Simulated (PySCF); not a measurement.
**Dipole response of Sc²⁺ (scandium, charge +2)**

[Ar] 3d1, 2D determinant. Calculation: PySCF 2.14, in aug-cc-pVTZ; the non-relativistic Hamiltonian (point nucleus). Coupled (time-dependent) response in atomic units; α is the mean over directions.

```tsv
method	mean α (bohr³)	α xx, yy, zz	C₆ (like pair)	S(−4)
UHF	4.390	5.058, 5.058, 3.056	13.02	16.28
PBE	5.107	6.033, 6.033, 3.254	14.75	31.66
PBE0	4.796	5.608, 5.608, 3.170	14.00	24.35
```

S(−4) is the Cauchy moment in α(ω) = α(0) + S(−4) ω² + …

α(iu) at PBE:

```json
{"u (hartree)": "0", "α(iu) (bohr³)": "5.107"}
{"u (hartree)": "0.0500", "α(iu) (bohr³)": "5.031"}
{"u (hartree)": "0.100", "α(iu) (bohr³)": "4.832"}
{"u (hartree)": "0.200", "α(iu) (bohr³)": "4.305"}
{"u (hartree)": "0.300", "α(iu) (bohr³)": "3.833"}
{"u (hartree)": "0.500", "α(iu) (bohr³)": "3.153"}
{"u (hartree)": "0.750", "α(iu) (bohr³)": "2.558"}
{"u (hartree)": "1.00", "α(iu) (bohr³)": "2.105"}
{"u (hartree)": "1.50", "α(iu) (bohr³)": "1.457"}
{"u (hartree)": "2.00", "α(iu) (bohr³)": "1.041"}
{"u (hartree)": "3.00", "α(iu) (bohr³)": "0.5872"}
{"u (hartree)": "5.00", "α(iu) (bohr³)": "0.2528"}
```

A single London oscillator, α(iu) = α/(1 + u²/ω²), gives C₆ = (3/4) ω α². Matching the computed C₆ needs ω = 4 × 14.75 / (3 × 5.107²) = 0.754 hartree.

For an ion, C₆ is the dispersion term alone; charge-induced terms of lower order in 1/R come first.

The components differ because the open shell of this determinant is not spherical; for a pure term their mean is the scalar polarisability.
